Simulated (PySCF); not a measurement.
[Eu(NH3)3]3+ at several levels of theory

Computed with PySCF 2.14.0 (density fitting, no spin-orbit coupling) at the geometry relaxed with PBE0:

```xyz
13
[Eu(NH3)3]3+ (singlet in the valence; each metal's 4f electrons, 6 of them, lie in its core potential, out of spins and levels)
Eu    0.0000    0.0000    0.7399
N     2.3150   -0.0004   -0.0296
H     3.0101   -0.2898    0.6842
H     2.5350   -0.6268   -0.8256
H     2.6865    0.9129   -0.3486
N    -1.1572    2.0050   -0.0296
H    -1.2541    2.7517    0.6842
H    -0.7247    2.5088   -0.8256
H    -2.1338    1.8701   -0.3486
N    -1.1578   -2.0047   -0.0296
H    -1.7560   -2.4620    0.6842
H    -1.8103   -1.8820   -0.8256
H    -0.5526   -2.7830   -0.3486
```

| level | basis | state | HOMO (eV) | gap (eV) | charge on Eu1 (e) | population of f-type functions on Eu1 (polarisation alone where 4f lies in the core) | dipole about the centre of mass (D) | largest force component (eV/Å) |
| --- | --- | --- | --- | --- | --- | --- | --- | --- |
| PBE0 | Eu lcecp-1-SVP with ECP52, N def2-SVP, H def2-SVP | singlet | -24.46 | 8.13 | 1.85 | 0.04 | 2.51 | 0.02 |
| HF | the same | singlet | -28.20 | 15.14 | 2.14 | 0.04 | 2.02 | 1.07 |
| BLYP | the same | singlet | -22.77 | 5.50 | 1.70 | 0.03 | 2.67 | 0.40 |

In the lcecp rows the 4f levels are missing from HOMO and gap, and the state counts the valence alone.

Charges are Mulliken's, which hang on the basis. The relaxation used the grid (50, 194), these runs (75, 302) or, all-electron (x2c bases, spin-free X2C Hamiltonian), (99, 590).

Question: What does PBE0 with Eu lcecp-1-TZVP with ECP52, N def2-TZVP, H def2-TZVP give here?

Answer: state singlet, HOMO (eV) -24.37, gap (eV) 8.14, charge on Eu1 (e) 2.09, population of f-type functions on Eu1 (polarisation alone where 4f lies in the core) 0.04, dipole about the centre of mass (D) 2.52, largest force component (eV/Å) 0.37. Time: 31 s on 2 threads of AMD EPYC 9B14 (Zen 4), on a shared host, from free ions and atoms.

In the first row's basis the gap widens with exact exchange: 5.5 eV for BLYP (none); 8.1 eV for PBE0 (a fixed share); 15.1 eV for Hartree–Fock (rising or full at long range).

A frequency check found unstable modes (3, the lowest at -38 cm⁻¹), so the relaxed geometry is a saddle point, or these are noise. An lcecp potential fixes the number of 4f electrons, so in runs with it no electron can move into or out of that shell.
